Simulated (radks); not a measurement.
Excited configurations of the tantalum ion Ta+: one electron is placed in a higher orbital outside [Xe] 4f14 5d3. The ground configuration is [Xe] 4f14 5d3 6s1. Calculated with a radial shooting solver on a logarithmic mesh with Libxc functionals: scalar-relativistic Kohn-Sham, BLYP, spin-polarised, spherical densities, point nucleus; open shells are filled with parallel spins first (spin-orbit coupling, left out, can overturn this in heavy ions). Excitation = E - E(ground); binding = E(ion) - E, where the ion is the core of charge +2; n* = 2/sqrt(2 binding) in atomic units, and the quantum defect is n - n*.

| outer orbital | excitation (eV) | binding (eV) | n* | quantum defect | eigenvalue (eV) | <r> (bohr) |
|---|---|---|---|---|---|---|
| 5f | 12.004 | 3.549 | 3.916 | 1.084 | -2.428 | 8.258 |
| 6p | 5.334 | 10.219 | 2.308 | 3.692 | -7.612 | 3.880 |
| 6f | 13.048 | 2.504 | 4.662 | 1.338 | -1.837 | 13.80 |
| 7s | 9.206 | 6.347 | 2.928 | 4.072 | -5.034 | 6.681 |
| 7p | 10.561 | 4.992 | 3.302 | 3.698 | -3.910 | 8.119 |

The Delta-SCF ionisation energy is 15.553 eV (NIST Atomic Spectra Database: 16.2 eV, semi-empirical). Self-interaction in the functional shifts the binding energies and quantum defects, so they are the method's values and not measured ones. Open shells are spherical and high-spin; term and fine-structure splittings are not resolved. Spin-orbit splitting is averaged out at the scalar-relativistic level.
